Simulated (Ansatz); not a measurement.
Mulliken charges of `N#[C][SnH]([C]#N)[C]#N` from B3LYP/def2-TZVPP in Ansatz (PBE0-D4/def2-TZVP geometry).

| atom | x (Å) | y (Å) | z (Å) | charge (e) |
| --- | --- | --- | --- | --- |
| N1 | 2.368 | -1.794 | 0.858 | 0.024 |
| C2 | 1.394 | -1.229 | 0.619 | -0.372 |
| Sn3 | -0.402 | -0.248 | 0.219 | 1.091 |
| C4 | -0.585 | -0.156 | -1.856 | -0.372 |
| N5 | -0.717 | -0.120 | -2.999 | 0.024 |
| C6 | -0.175 | 1.713 | 0.889 | -0.372 |
| N7 | -0.076 | 2.792 | 1.279 | 0.024 |
| H8 | -1.715 | -1.014 | 0.936 | -0.045 |

Question: By hand: the dipole of these point charges (1 e Å = 4.8032 D).

Answer: Σ q r = (-0.559, -0.326, 0.306) e Å, of length 0.716 e Å = 3.44 D.

Question: How does the dipole of the full density compare? (An estimate is asked.)

Answer: Ansatz gave: (-0.643, -0.375, 0.351) e Å, 3.95 D; the point charges give 0.87 times that, at 0° from its direction.

Point charges leave out the atoms' own dipoles, such as those of lone pairs, and Mulliken's split depends on the basis, so the close match here is no proof of good charges.

B3LYP here is the variant with VWN-RPA as its local correlation; programs differ in this.
